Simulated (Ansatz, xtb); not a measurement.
Isomers of C4H5BS2 in order of energy

6 gas-phase structures of C4H5BS2, from a drawn sample of its isomers (lower ones may exist). Each was relaxed with GFN2-xTB:

A. `Bc1ccsc1S`, a singlet
B. `Bc1cscc1S`, a singlet
C. `Bc1sccc1S`, a singlet
D. `Bc1cc(S)cs1`, a singlet
E. `Bc1csc(S)c1`, a singlet
F. `Bc1ccc(S)s1`, a singlet

Task: Which do you expect lowest at r2SCAN-D4/def2-SVP, and how would the others follow?

Result: Calculated order at r2SCAN-D4/def2-SVP: C (0.0), F (6.3), D (14.2), A (25.7), B (27.2), E (36.3) kJ/mol. Less than 1 kcal/mol parts A and B, so the order within that pair means little.

Energies above the lowest of each column, in kJ/mol; the last columns are at B3LYP/def2-SVP geometries:

```csv
structure,GFN2-xTB,HF/STO-3G,r2SCAN-D4/def2-SVP,B3LYP/def2-SVP,CCSD(T)/def2-SVP + ΔMP2/def2-TZVPP
C,0.0,0.3,0.0,0.0,0.0
F,11.8,0.0,6.3,4.2,7.6
D,9.4,7.9,14.2,9.4,7.6
A,17.9,8.8,25.7,23.4,23.0
B,14.8,17.3,27.2,24.0,19.5
E,26.5,15.4,36.3,24.2,22.3
```

Every level run on C puts it lowest or level with the lowest. CCSD(T)/def2-SVP + ΔMP2/def2-TZVPP orders those it was run on as C (0.0), D (7.6), F (7.6), B (19.5), E (22.3), A (23.0) kJ/mol. Less than 1 kcal/mol parts D and F; B and E; E and A, so the order within those pairs means little. Flexible structures stand in one conformer each, not always the lowest. ΔMP2 is the change of the MP2 energy from the smaller to the larger basis.

Over these structures GFN2-xTB departs from r2SCAN-D4/def2-SVP by 5.1 kJ/mol on average once a common shift is removed. A GFN2-xTB relaxation took about 0.3 s and the r2SCAN-D4/def2-SVP energy about 2.8 s on a shared host (Ansatz 0.2.0, xtb 6.7.1).
